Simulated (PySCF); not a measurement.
Job file and geometry (Å, from GFN2-xTB) of an NMR shielding run on `InChI=1S/C3H9ClSSi2/c1-2-3-6-5-7-4/h2-3H,6-7H2,1H3/b3-2-`, PySCF 2.14.0, density-fitted response routines, GIAO PBE0/pcSseg-1 NMR shielding, non-relativistic, gas phase; density fitting, a coarse starting grid and PySCF grid level 2 are the driver's defaults:

```
$ OMP_NUM_THREADS=1 python probes_run.py task.json out

{"job": {"kind": "nmr", "xc": "PBE0", "basis": "pcSseg-1"}, "charge": 0, "multiplicity": 1}
C     -1.467769     0.633049     1.242801
C     -1.700513    -0.417972     0.215328
C     -1.118168    -0.506823    -0.976074
Si     0.185810     0.605419    -1.741491
S      2.113333    -0.398815    -1.576501
Si     2.377179    -0.740061     0.511637
Cl     2.283116     0.971281     1.575027
H     -1.119896     0.175267     2.168773
H     -0.734920     1.363124     0.915893
H     -2.403917     1.144794     1.466821
H     -2.429072    -1.168129     0.507651
H     -1.404058    -1.344633    -1.604090
H      0.348108     1.923882    -1.139258
H      0.027724     0.684983    -3.186872
H      1.324889    -1.616820     1.001942
H      3.710554    -1.299602     0.607001
```

Task: What does the program print?

Result: 
```
coarse grid: 15336 points
cycle   1  E = -1556.3437877429  dE =  5.527e-01  |g| = 4.405e-01  |ddm| = 3.663e+00
cycle   2  E = -1556.3383812689  dE =  5.406e-03  |g| = 4.725e-01  |ddm| = 1.001e+00
cycle   3  E = -1556.3975644938  dE = -5.918e-02  |g| = 3.635e-02  |ddm| = 5.421e-01
cycle   4  E = -1556.3976683656  dE = -1.039e-04  |g| = 2.974e-02  |ddm| = 6.687e-02
cycle   5  E = -1556.3979028018  dE = -2.344e-04  |g| = 6.559e-03  |ddm| = 3.239e-02
cycle   6  E = -1556.3979125856  dE = -9.784e-06  |g| = 2.060e-03  |ddm| = 7.008e-03
final grid: 129320 points
cycle   7  E = -1556.4383011983  dE = -3.262e-05  |g| = 7.397e-03  |ddm| = 2.985e-02
cycle   8  E = -1556.4382931172  dE =  8.081e-06  |g| = 8.935e-03  |ddm| = 1.552e-02
cycle   9  E = -1556.4383144757  dE = -2.136e-05  |g| = 1.238e-03  |ddm| = 9.499e-03
cycle  10  E = -1556.4383148438  dE = -3.681e-07  |g| = 4.037e-04  |ddm| = 1.441e-03
cycle  11  E = -1556.4383148857  dE = -4.186e-08  |g| = 6.949e-05  |ddm| = 4.323e-04
cycle  12  E = -1556.4383148869  dE = -1.261e-09  |g| = 2.437e-05  |ddm| = 1.131e-04
cycle  13  E = -1556.4383148871  dE = -1.473e-10  |g| = 4.320e-06  |ddm| = 2.953e-05
converged SCF energy = -1556.4383148871

GIAO shielding tensors (ppm)
atom      isotropic    diamagn.    paramagn.     s11        s22        s33       span
  0 C      162.811     250.940     -88.129    146.640    161.747    180.047     33.407
  1 C       27.823     255.784    -227.961    -97.257     18.961    161.765    259.022
  2 C       62.261     262.333    -200.072    -41.258     65.497    162.544    203.802
  3 Si     397.829     880.512    -482.683    361.342    406.928    425.217     63.875
  4 S      720.970    1059.975    -339.005    642.117    747.433    773.361    131.244
  5 Si     359.667     878.723    -519.056    293.619    382.350    403.032    109.413
  6 Cl     946.049    1149.950    -203.901    865.162    953.633   1019.353    154.191
  7 H       29.764      31.082      -1.318     26.174     28.818     34.301      8.126
  8 H       29.375      33.179      -3.804     26.131     29.060     32.934      6.804
  9 H       29.749      28.701       1.049     25.892     27.045     36.312     10.421
 10 H       24.672      30.845      -6.173     22.412     24.352     27.252      4.840
 11 H       26.059      31.519      -5.460     23.587     26.870     27.720      4.133
 12 H       26.169      30.137      -3.968     23.705     24.372     30.432      6.727
 13 H       26.789      28.874      -2.086     22.654     24.668     33.044     10.390
 14 H       26.115      30.814      -4.699     23.022     24.308     31.014      7.992
 15 H       26.160      27.537      -1.377     21.083     24.543     32.855     11.772
```

Task: Turn these shieldings into chemical shifts. Shifts are taken against calculated references (same method and geometry level): TMS for $^{13}$C (186.93 ppm) and $^{29}$Si (349.16 ppm) and $^{1}$H (31.72 ppm); CS2 for $^{33}$S (503.73 ppm); HCl for $^{35}$Cl (949.78 ppm).

Result: Averaging equivalent atoms: C 1: 159.1; C 2: 124.7; C 0: 24.1; Si 5: -10.5; Si 3: -48.7; S 4: -217; Cl 6: 4; H 10: 7.05; H 11: 5.66; H 14/15: 5.58; H 12/13: 5.24; H 7/8/9: 2.09 ppm. 

Size and cost of the density-fitted run: 192 basis functions, 33 s wall time on 1 thread of an Arm Neoverse V2, shared host; peak memory 0.85 GiB.
